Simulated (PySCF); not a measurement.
Löwdin shares of the frontier orbitals

Species: PhCH2CHFCH3, C9H11F.
Structure used (PBE0-D3(BJ)/def2-SVP), in Å, numbered top down from 1:
```xyz
21
C9H11F angstrom
C     -2.5491   -0.4077    0.8805
C     -2.2455    0.6435   -0.1592
F     -3.4220    0.9860   -0.8038
C     -1.2459    0.2041   -1.2237
C      0.1279   -0.0545   -0.6713
C      0.5820   -1.3579   -0.4425
C      1.8403   -1.5914    0.1099
C      2.6664   -0.5208    0.4461
C      2.2273    0.7835    0.2223
C      0.9701    1.0120   -0.3320
H     -3.2940   -0.0315    1.5962
H     -2.9539   -1.3124    0.4010
H     -1.6388   -0.6813    1.4332
H     -1.8683    1.5589    0.3331
H     -1.2097    0.9988   -1.9857
H     -1.6415   -0.6985   -1.7161
H     -0.0608   -2.2027   -0.7056
H      2.1779   -2.6174    0.2762
H      3.6536   -0.7021    0.8779
H      2.8708    1.6294    0.4770
H      0.6370    2.0385   -0.5126
```

Computed with TDDFT wB97X-D/def2-SVPD, vertical, gas phase, core orbitals frozen in the response (PySCF).

Kohn–Sham orbitals with the atoms that hold most of them (Löwdin shares over 4%, at most four atoms; ? is withheld):

```
orbital  ε (eV)                            atoms
 LUMO+2    2.33       C1 9%, C7 8%, C9 8%, C8 7%
 LUMO+1    1.32   C9 20%, C6 19%, C5 16%, C8 16%
   LUMO    1.27  C7 21%, C10 21%, C5 13%, C8 13%
   HOMO       ?                                ?
 HOMO-1   -9.24                                ?
 HOMO-2  -11.14  F3 22%, C2 21%, H14 13%, C4 12%
 HOMO-3  -11.42   F3 25%, C4 14%, C1 13%, C2 13%
```

Q: Give the leading atoms of the HOMO.

A: C8 (bonded to 2 C and H) 23%; C5 (bonded to 3 C) 22%; C10 (bonded to 2 C and H) 10%; C6 (bonded to 2 C and H) 10%.

Q: Which atoms hold the HOMO-1, and with what shares?

A: C6 (bonded to 2 C and H) 20%; C9 (bonded to 2 C and H) 20%; C10 (bonded to 2 C and H) 20%; C7 (bonded to 2 C and H) 20%.

Q: What is the HOMO energy, and the HOMO–LUMO gap?

A: ε(HOMO) = -8.98 eV; the gap is 10.25 eV (0.3768 hartree).

Q: The HOMO–LUMO gap is 10.25 eV. Where does the response calculation put the lowest singlet, and from which orbitals?

A: S1 is at 5.42 eV (f = 0.0009), 4.84 eV below the gap, made of HOMO→LUMO (34%), HOMO-1→LUMO+1 (25%), HOMO→LUMO+1 (22%). Without the coupling terms of the response equations the lowest excitation would equal the gap.

Next come S2 at 6.10 eV (f 0.022), HOMO→LUMO+1 (35%), HOMO→LUMO (26%), HOMO-1→LUMO (24%); S3 at 6.97 eV (f 0.450), HOMO-1→LUMO+1 (37%), HOMO→LUMO (25%), HOMO-1→LUMO (18%); S4 at 7.00 eV (f 0.786), HOMO-1→LUMO (38%), HOMO→LUMO+1 (24%), HOMO-1→LUMO+1 (22%); S5 at 7.40 eV (f 0.0077), HOMO→LUMO+2 (84%).

One conformer stands for the species.
